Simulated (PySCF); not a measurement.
Isomers of C4H15NOSi3, mass 177.046 u with the commonest isotopes. Method used: PBE0/pcSseg-1 in PySCF (dipole) on a GFN2-xTB geometry, gas phase. One conformer each, none proved a minimum here; rigid rotors.

Problem. Order these by out-of-plane moment Σ m c² = (Ia + Ib − Ic)/2, smallest first.
A. `[NH2:1][SiH2:2][SiH2:3][O:4][C@H:5]1[CH2:6][CH2:7][CH2:8][SiH2:9]1` with H–N1–Si2–Si3 32° and 174°, N1–Si2–Si3–O4 -9°, Si2–Si3–O4–C5 177°, Si3–O4–C5–C6 81°, O4–C5–C6–C7 158°, C5–C6–C7–C8 -51°, C6–C7–C8–Si9 38°, C7–C8–Si9–C5 -14°
B. `[CH3:1][CH:2]([CH3:3])[C:4](=[O:5])[SiH2:6][N:7]([SiH3:8])[SiH3:9]` with C1–C2–C4–O5 -2°, C2–C4–Si6–N7 -169°, C4–Si6–N7–Si8 168°
C. `[CH2:1]=[CH:2][SiH2:3][N:4]([SiH3:5])[Si@@H:6]([CH3:7])[O:8][CH3:9]` with C1–C2–Si3–N4 -168°, C2–Si3–N4–Si5 -111°, Si3–N4–Si6–C7 -125°, N4–Si6–O8–C9 -178°
D. `[OH:1][SiH2:2][N:3]([SiH3:4])[SiH2:5][CH:6]1[CH2:7][CH2:8][CH2:9]1` with H–O1–Si2–N3 41°, O1–Si2–N3–Si4 -148°, Si2–N3–Si5–C6 -23°, N3–Si5–C6–C7 -179°, Si5–C6–C7–C8 105°, C6–C7–C8–C9 12°, C7–C8–C9–C6 -12°, Si5–C6–C9–C8 -103°
E. `[CH3:1][C:2]([CH3:3])([CH:4]=[O:5])[SiH2:6][SiH2:7][NH:8][SiH3:9]` with C1–C2–C4–O5 -157°, C1–C2–Si6–Si7 172°, C2–Si6–Si7–N8 60°, Si6–Si7–N8–Si9 159°

Solution. B (32.92 u·Å²), A (52.33 u·Å²), D (56.52 u·Å²), E (75.81 u·Å²), C (81.00 u·Å²).

Problem. Order these by rotational constant A, smallest first.
A. `[OH:1][SiH2:2][N:3]([SiH3:4])[SiH2:5][CH:6]1[CH2:7][CH2:8][CH2:9]1` with H–O1–Si2–N3 41°, O1–Si2–N3–Si4 -148°, Si2–N3–Si5–C6 -23°, N3–Si5–C6–C7 -179°, Si5–C6–C7–C8 105°, C6–C7–C8–C9 12°, C7–C8–C9–C6 -12°, Si5–C6–C9–C8 -103°
B. `[NH2:1][SiH2:2][SiH2:3][O:4][C@H:5]1[CH2:6][CH2:7][CH2:8][SiH2:9]1` with H–N1–Si2–Si3 32° and 174°, N1–Si2–Si3–O4 -9°, Si2–Si3–O4–C5 177°, Si3–O4–C5–C6 81°, O4–C5–C6–C7 158°, C5–C6–C7–C8 -51°, C6–C7–C8–Si9 38°, C7–C8–Si9–C5 -14°
C. `[CH3:1][CH:2]([CH3:3])[C:4](=[O:5])[SiH2:6][N:7]([SiH3:8])[SiH3:9]` with C1–C2–C4–O5 -2°, C2–C4–Si6–N7 -169°, C4–Si6–N7–Si8 168°
D. `[CH2:1]=[CH:2][SiH2:3][N:4]([SiH3:5])[Si@@H:6]([CH3:7])[O:8][CH3:9]` with C1–C2–Si3–N4 -168°, C2–Si3–N4–Si5 -111°, Si3–N4–Si6–C7 -125°, N4–Si6–O8–C9 -178°
E. `[CH3:1][C:2]([CH3:3])([CH:4]=[O:5])[SiH2:6][SiH2:7][NH:8][SiH3:9]` with C1–C2–C4–O5 -157°, C1–C2–Si6–Si7 172°, C2–Si6–Si7–N8 60°, Si6–Si7–N8–Si9 159°

Solution. D (1015 MHz), A (1541 MHz), E (1748 MHz), C (1943 MHz), B (2020 MHz).

Problem. Order these by rotational constant B, largest first.
A. `[NH2:1][SiH2:2][SiH2:3][O:4][C@H:5]1[CH2:6][CH2:7][CH2:8][SiH2:9]1` with H–N1–Si2–Si3 32° and 174°, N1–Si2–Si3–O4 -9°, Si2–Si3–O4–C5 177°, Si3–O4–C5–C6 81°, O4–C5–C6–C7 158°, C5–C6–C7–C8 -51°, C6–C7–C8–Si9 38°, C7–C8–Si9–C5 -14°
B. `[CH3:1][C:2]([CH3:3])([CH:4]=[O:5])[SiH2:6][SiH2:7][NH:8][SiH3:9]` with C1–C2–C4–O5 -157°, C1–C2–Si6–Si7 172°, C2–Si6–Si7–N8 60°, Si6–Si7–N8–Si9 159°
C. `[CH3:1][CH:2]([CH3:3])[C:4](=[O:5])[SiH2:6][N:7]([SiH3:8])[SiH3:9]` with C1–C2–C4–O5 -2°, C2–C4–Si6–N7 -169°, C4–Si6–N7–Si8 168°
D. `[CH2:1]=[CH:2][SiH2:3][N:4]([SiH3:5])[Si@@H:6]([CH3:7])[O:8][CH3:9]` with C1–C2–Si3–N4 -168°, C2–Si3–N4–Si5 -111°, Si3–N4–Si6–C7 -125°, N4–Si6–O8–C9 -178°
E. `[OH:1][SiH2:2][N:3]([SiH3:4])[SiH2:5][CH:6]1[CH2:7][CH2:8][CH2:9]1` with H–O1–Si2–N3 41°, O1–Si2–N3–Si4 -148°, Si2–N3–Si5–C6 -23°, N3–Si5–C6–C7 -179°, Si5–C6–C7–C8 105°, C6–C7–C8–C9 12°, C7–C8–C9–C6 -12°, Si5–C6–C9–C8 -103°

Solution. D (879.2 MHz), E (635.1 MHz), C (541.8 MHz), B (526.7 MHz), A (450.6 MHz).

```tsv
SMILES	point group	Ia (u·Å²)	Ib (u·Å²)	Ic (u·Å²)	κ	μa (D)	μb (D)	μc (D)
CC(C)C(=O)[SiH2]N([SiH3])[SiH3]	C1	260.04	932.75	1126.95	-0.88	2.23	2.17	0.30
C=C[SiH2]N([SiH3])[Si@@H](C)OC	C1	497.91	574.84	910.76	0.41	0.21	1.95	0.73
N[SiH2][SiH2]O[C@H]1CCC[SiH2]1	C1	250.14	1121.46	1266.94	-0.94	1.67	0.07	0.85
CC(C)(C=O)[SiH2][SiH2]N[SiH3]	C1	289.20	959.59	1097.17	-0.90	2.47	0.80	0.26
O[SiH2]N([SiH3])[SiH2]C1CCC1	C1	328.01	795.73	1010.71	-0.74	0.72	0.28	0.91
```
